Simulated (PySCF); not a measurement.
SCF from a fresh guess for singlet SSe3, at the PBE0 minimum. PySCF input:

```python
from pyscf import gto, scf, dft
mol = gto.M(atom='''
S      0.000000    -1.028240     0.000000
Se     1.030740     0.738690    -1.178990
Se    -2.061480    -1.066020     0.000000
Se     1.030740     0.738690     1.178990''',
    basis={'S': 'def2-SVP', 'Se': 'def2-SVP'},
    charge=0, spin=0)
mf = dft.RKS(mol, xc='PBE')
mf.grids.atom_grid = (50, 194)
aux = {'S': 'def2-universal-JKFIT', 'Se': 'def2-universal-JKFIT'}
mf = mf.density_fit(auxbasis=aux)
mf.conv_tol = 1e-08
mf.diis_space = 10
mf.max_cycle = 60
mf.init_guess = 'minao'
mf.verbose = 4
mf.kernel()
```

Excerpt of the output (cycles and frontier levels):

```
init E= -7598.44770602368
  HOMO = -0.225434334332804  LUMO = -0.156320682659527  gap/eV = 1.88068
cycle= 1 E= -7600.57815311845  delta_E= -2.13  |g|= 0.389  |ddm|= 2.96
  HOMO = -0.20879436972124  LUMO = -0.148885450982562  gap/eV = 1.63020
cycle= 2 E= -7599.554423078  delta_E= 1.02  |g|= 1.58  |ddm|= 2.87
  HOMO = -0.165027891516723  LUMO = -0.141174996162879  gap/eV = 0.64907
cycle= 3 E= -7600.52882294969  delta_E= -0.974  |g|= 0.446  |ddm|= 3.03
  HOMO = -0.192358457407971  LUMO = -0.137745716805373  gap/eV = 1.48609
cycle= 4 E= -7600.59473641386  delta_E= -0.0659  |g|= 0.225  |ddm|= 1.11
  HOMO = -0.186741459373125  LUMO = -0.141715167521978  gap/eV = 1.22523
cycle= 5 E= -7600.61275168769  delta_E= -0.018  |g|= 0.0589  |ddm|= 0.378
  HOMO = -0.189250886072685  LUMO = -0.142590912779587  gap/eV = 1.26968
cycle= 6 E= -7600.61368780224  delta_E= -0.000936  |g|= 0.0123  |ddm|= 0.0715
  HOMO = -0.188480828176588  LUMO = -0.142105660453867  gap/eV = 1.26193
cycle= 7 E= -7600.61375369624  delta_E= -6.59e-05  |g|= 0.00306  |ddm|= 0.0198
  HOMO = -0.188447120782437  LUMO = -0.142060509777979  gap/eV = 1.26224
cycle= 8 E= -7600.61375666617  delta_E= -2.97e-06  |g|= 0.000894  |ddm|= 0.00386
  HOMO = -0.188455551086378  LUMO = -0.142083954523134  gap/eV = 1.26184
cycle= 9 E= -7600.61375689355  delta_E= -2.27e-07  |g|= 0.000369  |ddm|= 0.000978
  HOMO = -0.18845778952796  LUMO = -0.142090700335282  gap/eV = 1.26171
cycle= 10 E= -7600.6137569588  delta_E= -6.53e-08  |g|= 4.46e-05  |ddm|= 0.000676
  HOMO = -0.188454857667065  LUMO = -0.14208890577056  gap/eV = 1.26168
cycle= 11 E= -7600.61375695945  delta_E= -6.44e-10  |g|= 7.22e-06  |ddm|= 6.15e-05
  HOMO = -0.188453996213565  LUMO = -0.142088967126926  gap/eV = 1.26166
Extra cycle  E= -7600.61375695908  delta_E= 3.64e-10  |g|= 2.96e-05  |ddm|= 6.77e-05
converged SCF energy = -7600.61375695908
```

No lower solution of this spin was found by a stability analysis within the restricted form, which does not test spin polarisation.

The search for the lowest solution, with the stability check, took 25 s on 4 threads of a shared Intel Xeon @ 2.50GHz (Skylake/Cascade Lake) host, with 114 basis functions; the process peaked at 0.36 GiB.
